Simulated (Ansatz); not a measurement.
CH₇InSi⁺, that is InH2(CH2SiH3) with one electron fewer. The state is a doublet with charge 1. Geometry B3LYP-D4/def2-SVP; atoms count from 1.

Cartesian coordinates in Å:
```
In 0.446 -0.456 -2.055
H -0.247 -1.995 -2.111
H 1.362 0.923 -2.391
C -0.833 0.448 0.027
Si 0.293 0.001 1.490
H -0.890 1.489 -0.328
H -1.754 -0.125 -0.156
H 0.456 -1.476 1.526
H 1.601 0.683 1.306
H -0.434 0.508 2.692
```

In the def2 sets In takes a core potential; there is no spin–orbit coupling.

Q: Estimate the Mulliken populations from the PBE0/def2-TZVP orbitals of Ansatz.

A: 
```json
{"atom": "In1", "charge (e)": "0.56", "spin (α − β)": "0.15"}
{"atom": "H2", "charge (e)": "0.09", "spin (α − β)": "0.03"}
{"atom": "H3", "charge (e)": "0.09", "spin (α − β)": "0.03"}
{"atom": "C4", "charge (e)": "-0.42", "spin (α − β)": "0.77"}
{"atom": "Si5", "charge (e)": "0.12", "spin (α − β)": "-0.02"}
{"atom": "H6", "charge (e)": "0.21", "spin (α − β)": "-0.02"}
{"atom": "H7", "charge (e)": "0.21", "spin (α − β)": "-0.02"}
{"atom": "H8", "charge (e)": "0.04", "spin (α − β)": "0.01"}
{"atom": "H9", "charge (e)": "0.04", "spin (α − β)": "0.01"}
{"atom": "H10", "charge (e)": "0.07", "spin (α − β)": "0.07"}
```
Mulliken values depend strongly on the basis.

Q: Where does the spin sit?

A: Summed by element: In 0.15, H 0.10, C 0.77, Si -0.02, of 1 unpaired in all. Largest on single atoms: C4 0.77, In1 0.15, H10 0.07.

Q: And the Mayer bond orders between heavy atoms (over 0.3)?

A: In1–C4 0.40 (2.61 Å); C4–Si5 0.96 (1.90 Å).
